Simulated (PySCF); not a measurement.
Spectra and structures to be paired. Theory: TDDFT B3LYP/def2-SVPD, vertical, gas phase, core orbitals frozen in the response (PySCF 2.14.0, density-fitted response routines). Geometries: PBE0-D3(BJ)/def2-SVP; one conformer of each isolated species. Triplets are in the Tamm–Dancoff approximation. Atoms past krypton carry core potentials; spin–orbit coupling is left out.

A. `CC(C)C1=C[SiH2]C=C1F`
B. `C[O][GeH2][CH3]`
C. `C=[CH][Sn]([SiH3])([CH]=C)[CH]=C`
D. `C[Se]c1ccc(Br)cc1`

Lowest singlet levels (six at most, fewer where fewer were computed) with oscillator strengths:

1. 5.45 eV (f 0.009); 5.64 eV (f 0.026); 5.71 eV (f 0.007); 5.89 eV (f 0.047); 5.96 eV (f 0.021); 6.05 eV (f 0.122); T1 4.28 eV
2. 4.19 eV (f 0.010); 4.46 eV (f 0.000); 4.57 eV (f 0.352); 4.83 eV (f 0.001); 5.39 eV (f 0.010); 5.46 eV (f 0.014); T1 3.51 eV
3. 4.42 eV (f 0.045); 5.78 eV (f 0.000); 6.01 eV (f 0.067); 6.06 eV (f 0.012); 6.08 eV (f 0.042); 6.50 eV (f 0.004); T1 2.84 eV
4. 6.49 eV (f 0.000); 6.81 eV (f 0.026); 7.09 eV (f 0.022); 7.37 eV (f 0.037); 7.68 eV (f 0.027); 7.74 eV (f 0.002); T1 6.17 eV

**Question.** Which spectrum belongs to which structure?

**Answer.** 1 = C, 2 = D, 3 = A, 4 = B.
- A: S1 at 4.42 eV, HOMO→LUMO (98%); Löwdin shares by element: HOMO carbon 82% or more (atoms not listed hold the other 19%); LUMO carbon 70% or more (atoms not listed hold the other 30%); HOMO -6.58 and LUMO -1.64 eV.
- B: S1 at 6.49 eV, HOMO→LUMO (80%), HOMO→LUMO+1 (13%); Löwdin shares by element: HOMO oxygen 59%, carbon 12% or more, germanium 8%, hydrogen 6% or more; LUMO germanium 30%, hydrogen 23% or more, carbon 13% or more (atoms not listed hold the other 35%); HOMO -7.40 and LUMO 0.20 eV; point group Cs, 1 of its 6 listed states under f = 0.0005.
- C: S1 at 5.45 eV, HOMO→LUMO (77%), HOMO→LUMO+1 (10%); Löwdin shares by element: HOMO carbon 27% or more, silicon 23%, tin 17% (atoms not listed hold the other 33%); LUMO carbon 64% or more (atoms not listed hold the other 36%); HOMO -7.08 and LUMO -0.79 eV.
- D: S1 at 4.19 eV, HOMO→LUMO (91%); Löwdin shares by element: HOMO selenium 48%, carbon 19% or more, bromine 8% (atoms not listed hold the other 25%); LUMO carbon 69% or more (atoms not listed hold the other 31%); HOMO -5.86 and LUMO -0.94 eV; point group Cs, 1 of its 6 listed states under f = 0.0005.
